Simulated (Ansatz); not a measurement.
Input for Ansatz (a program for electronic structure): U-wB97X-V/def2-TZVPP on AsN+, 2S+1 = 2, a spin state set in the input, which need not be the lowest, a point of a bond scan (R = 1.607 Å). Charge +1.

Ansatz 0.2 input:
```yaml
crystal:
  periodic: [false, false, false]
  atoms:
    - {symbol: N, position_ang: [0.00000000, 0.00000000, 0.00000000]}
    - {symbol: As, position_ang: [0.00000000, 0.00000000, 1.60690100]}
basis:
  gaussian:
    orbitals: def2-TZVPP
    pivot_positions_ang: [[0.00000000, 0.00000000, 0.00000000], [0.00000000, 0.00000000, 1.60690100]]
hamiltonian:
  xc: {name: wB97X-V}
total_charge: 1
magnetization: {spin_polarized: true, initial_magnetization: 1}
output: {forces: true, orbitals: {seedname: ./end}}
```

The head of its log:

```
WARN ansatz: RAYON_NUM_THREADS=1 ignored (pool sized by the plan → 1); use --threads N
Functional definition: wB97X-V
integrals: 0.02 GiB planned
564 factors; their error is unknown
integrals: 0.06 GiB planned
120 factors; integrals over basis functions are off by at most 3.0e-6 eV
mean field: 0.39 GiB planned
mean field evaluation 1: about -62289.0797 eV, gradient 7.1e1 eV
mean field evaluation 2: about -62214.5231 eV, gradient 1.2e2 eV
```

Problem. What total energy does the run end on?

Solution. -2289.9466 hartree.
